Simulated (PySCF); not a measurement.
C₄H₉O₂, doublet, at a GFN2-xTB geometry. Base run: MP2/STO-3G (PySCF).

Input for PySCF:
```python
from pyscf import gto, scf, mp

mol = gto.M(
    atom='''
C     2.44429592   -1.02503628   -0.30093565
O     1.31720491   -0.30874313   -0.56583977
C     0.46397681   -0.08288066    0.52738845
C    -0.78368637    0.65746024    0.03894765
C    -1.61108653   -0.22008434   -0.89623149
O    -1.50290815    1.02973766    1.19642637
H     2.49044820   -1.62960395    0.58697247
H     3.00838206   -1.27513126   -1.17673703
H     0.96317964    0.52974000    1.29056499
H     0.16839632   -1.03268951    0.99436903
H    -0.45232858    1.55679033   -0.50523325
H    -1.98942224   -1.08474277   -0.35488689
H    -2.45322875    0.33792816   -1.30164553
H    -0.98643999   -0.55931603   -1.71727797
H    -2.34435957    1.41231493    0.92416785
''',
    basis='sto-3g',
    spin=1,
    verbose=4,
)

mf = scf.UHF(mol)
mf.kernel()

pt = mp.MP2(mf, frozen=6)
pt.kernel()
print('E(MP2) = %.10f' % pt.e_tot)
```

Variants of this job, named by their change:

```json
[
 {"change": "base", "basis functions": "39", "E (Eh)": "-302.74393", "MP2 correlation (Eh)": "-0.25815", "SCF-reference HOMO (eV)": "-7.08", "SCF-reference dipole (D)": "0.90"},
 {"change": "basis = pcseg-0", "basis functions": "72", "E (Eh)": "-306.04401", "MP2 correlation (Eh)": "-0.58688", "SCF-reference HOMO (eV)": "-9.09", "SCF-reference dipole (D)": "1.09"},
 {"change": "basis = 3-21G", "basis functions": "72", "E (Eh)": "-305.23973", "MP2 correlation (Eh)": "-0.57461", "SCF-reference HOMO (eV)": "-8.88", "SCF-reference dipole (D)": "1.07"},
 {"change": "basis = 6-31G", "basis functions": "72", "E (Eh)": "?", "MP2 correlation (Eh)": "?", "SCF-reference HOMO (eV)": "?", "SCF-reference dipole (D)": "?"},
 {"change": "basis = def2-SV(P)", "basis functions": "102", "E (Eh)": "?", "MP2 correlation (Eh)": "?", "SCF-reference HOMO (eV)": "?", "SCF-reference dipole (D)": "1.07"},
 {"change": "basis = 6-31G*", "basis functions": "102", "E (Eh)": "-307.20401", "MP2 correlation (Eh)": "-0.84475", "SCF-reference HOMO (eV)": "-8.92", "SCF-reference dipole (D)": "1.03"},
 {"change": "basis = 6-31+G*", "basis functions": "126", "E (Eh)": "-307.22830", "MP2 correlation (Eh)": "-0.85815", "SCF-reference HOMO (eV)": "-9.03", "SCF-reference dipole (D)": "1.17"},
 {"change": "basis = 6-31G**", "basis functions": "129", "E (Eh)": "-307.28075", "MP2 correlation (Eh)": "-0.90088", "SCF-reference HOMO (eV)": "-8.92", "SCF-reference dipole (D)": "1.02"},
 {"change": "basis = pcseg-1", "basis functions": "129", "E (Eh)": "?", "MP2 correlation (Eh)": "?", "SCF-reference HOMO (eV)": "-9.02", "SCF-reference dipole (D)": "1.04"},
 {"change": "basis = cc-pVDZ", "basis functions": "129", "E (Eh)": "-307.30390", "MP2 correlation (Eh)": "-0.91306", "SCF-reference HOMO (eV)": "-8.94", "SCF-reference dipole (D)": "1.00"},
 {"change": "basis = pc-1", "basis functions": "129", "E (Eh)": "-307.20440", "MP2 correlation (Eh)": "-0.91581", "SCF-reference HOMO (eV)": "-9.02", "SCF-reference dipole (D)": "1.04"},
 {"change": "basis = def2-SVP", "basis functions": "129", "E (Eh)": "-307.04966", "MP2 correlation (Eh)": "-0.90969", "SCF-reference HOMO (eV)": "-9.05", "SCF-reference dipole (D)": "1.03"}
]
```

Task: Some entries are withheld; supply them.

Result: 
- basis = 6-31G, E (Eh): -306.81293
- basis = 6-31G, MP2 correlation (Eh): -0.58217
- basis = 6-31G, SCF-reference HOMO (eV): -9.10
- basis = 6-31G, SCF-reference dipole (D): 1.12
- basis = def2-SV(P), E (Eh): -306.95136
- basis = def2-SV(P), MP2 correlation (Eh): -0.84553
- basis = def2-SV(P), SCF-reference HOMO (eV): -9.07
- basis = pcseg-1, E (Eh): -307.20105
- basis = pcseg-1, MP2 correlation (Eh): -0.91579

Totals compare only among sets that treat the same electrons; sets with core potentials leave the core out.

Open shells are given as the SCF converged; they aren't shown to be the lowest states, and a large step between rows can be another state.
